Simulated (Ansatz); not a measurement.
Geometry optimisation, RKS PBE-D4/def2-SVP in Ansatz 0.2.0.

Input:

```yaml
crystal:
  periodic: [false, false, false]
  atoms:
    - { symbol: "N", position_ang: [-2.1368, 0.6419, -0.2822] }
    - { symbol: Si, position_ang: [-0.96, 0.0993, -1.456] }
    - { symbol: Te, position_ang: [1.2726, 0.8461, -0.7455] }
    - { symbol: C, position_ang: [1.2619, -0.3843, 1.0149] }
    - { symbol: O, position_ang: [2.3903, -0.3376, 1.7151] }
    - { symbol: H, position_ang: [-2.57395, -0.11998, 0.19331] }
    - { symbol: H, position_ang: [-2.9316, 1.13143, -0.83962] }
    - { symbol: H, position_ang: [-0.9563, -1.3495, -1.5199] }
    - { symbol: H, position_ang: [-1.2403, 0.6703, -2.7454] }
    - { symbol: H, position_ang: [0.9703, -1.4438, 0.7489] }
    - { symbol: H, position_ang: [0.354, -0.0258, 1.6844] }
    - { symbol: H, position_ang: [3.0913, -0.7559, 1.1763] }
basis:
  gaussian: { orbitals: def2-SVP }
hamiltonian:
  xc: pbe
  dispersion: d4
relax:
  f_tol: 0.015
  max_steps: 40
```

Command:

```bash
$ ansatz run input.yaml --threads 2 --pin off --max-ram 3072MiB --backend cpu --events-out ev --progress --plain --runs-dir out
```

**Question.** Where does it end, and by what steps?

**Answer.** The run converged. The force dipped under the threshold on the way, but the program's further checks kept it going. After 31 steps the energy has fallen by 0.728 eV; H10 moved furthest, 1.77 Å.

```json
{"step": "0", "energy less start (eV)": "0.0000", "largest force component (eV/Å)": "3.938", "accepted": "yes"}
{"step": "2", "energy less start (eV)": "-0.4573", "largest force component (eV/Å)": "0.630", "accepted": "yes"}
{"step": "4", "energy less start (eV)": "-0.5429", "largest force component (eV/Å)": "0.539", "accepted": "yes"}
{"step": "6", "energy less start (eV)": "-0.6216", "largest force component (eV/Å)": "0.161", "accepted": "yes"}
{"step": "8", "energy less start (eV)": "-0.6273", "largest force component (eV/Å)": "0.786", "accepted": "no"}
{"step": "10", "energy less start (eV)": "-0.6491", "largest force component (eV/Å)": "0.175", "accepted": "yes"}
{"step": "12", "energy less start (eV)": "-0.6568", "largest force component (eV/Å)": "0.277", "accepted": "yes"}
{"step": "14", "energy less start (eV)": "-0.6690", "largest force component (eV/Å)": "0.126", "accepted": "yes"}
{"step": "16", "energy less start (eV)": "-0.6844", "largest force component (eV/Å)": "0.242", "accepted": "yes"}
{"step": "18", "energy less start (eV)": "-0.6809", "largest force component (eV/Å)": "0.685", "accepted": "no"}
{"step": "20", "energy less start (eV)": "-0.7123", "largest force component (eV/Å)": "0.142", "accepted": "yes"}
{"step": "22", "energy less start (eV)": "-0.7190", "largest force component (eV/Å)": "0.312", "accepted": "yes"}
{"step": "24", "energy less start (eV)": "-0.7262", "largest force component (eV/Å)": "0.023", "accepted": "yes"}
{"step": "26", "energy less start (eV)": "-0.7276", "largest force component (eV/Å)": "0.041", "accepted": "yes"}
{"step": "28", "energy less start (eV)": "-0.7280", "largest force component (eV/Å)": "0.027", "accepted": "yes"}
{"step": "30", "energy less start (eV)": "-0.7282", "largest force component (eV/Å)": "0.013", "accepted": "yes"}
{"step": "31", "energy less start (eV)": "-0.7283", "largest force component (eV/Å)": "0.011", "accepted": "yes"}
```

```xyz
12
Properties=species:S:1:pos:R:3
N -1.918 -0.090 -0.281
Si -0.729 0.005 -1.560
Te 1.184 1.381 -0.700
C 1.179 0.186 1.227
O 2.008 -0.918 1.235
H -2.579 -0.871 -0.272
H -2.362 0.771 0.049
H -0.376 -1.436 -1.837
H -1.141 0.637 -2.870
H 0.096 -0.029 1.362
H 1.535 0.908 1.985
H 1.645 -1.571 0.606
```

The run took 66 s on 2 threads of Intel(R) Xeon(R) Platinum 8488C (Sapphire Rapids), with other jobs on the host, peak memory 0.21 GiB.
